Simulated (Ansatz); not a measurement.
The same molecule with X = V, Nb, Ta. Ansatz, PBE0-D4/def2-TZVP geometries, multiplicity 1.

Elements past krypton have def2 core potentials. Scalar relativity is left out up to krypton.

```
 X                     molecule  mean X–F bond length / Å  zero-point energy (PBE0-D4/def2-TZVP) / kJ/mol  size of the dipole moment (ωB97M-V/def2-TZVPP) / D  LUMO energy (B3LYP/def2-TZVPP) / eV
Nb  `[F][Nb]([F])([F])([F])[F]`                     1.844                                            30.2                                                0.00                                -3.57
Ta  `[F][Ta]([F])([F])([F])[F]`                     1.858                                            29.3                                                0.00                                -2.68
```

**Question.** Give the row for X = V, `[F][V]([F])([F])([F])[F]`. (Estimate.)

**Answer.** Computed: 
```json
{"X": "V", "molecule": "`[F][V]([F])([F])([F])[F]`", "mean X–F bond length / Å": "1.711", "zero-point energy (PBE0-D4/def2-TZVP) / kJ/mol": "33.9", "size of the dipole moment (ωB97M-V/def2-TZVPP) / D": "0.01", "LUMO energy (B3LYP/def2-TZVPP) / eV": "-5.96"}
```

From V to Ta the mean X–F bond length rises at each step, by 0.147 Å in all; the zero-point energy (PBE0-D4/def2-TZVP) falls at each step, by 4.6 kJ/mol in all; the LUMO energy (B3LYP/def2-TZVPP) rises at each step, by 3.28 eV in all. Dipoles are sizes alone, and their direction can turn along the series.

B3LYP here is the variant with VWN-RPA as its local correlation; programs differ in this.
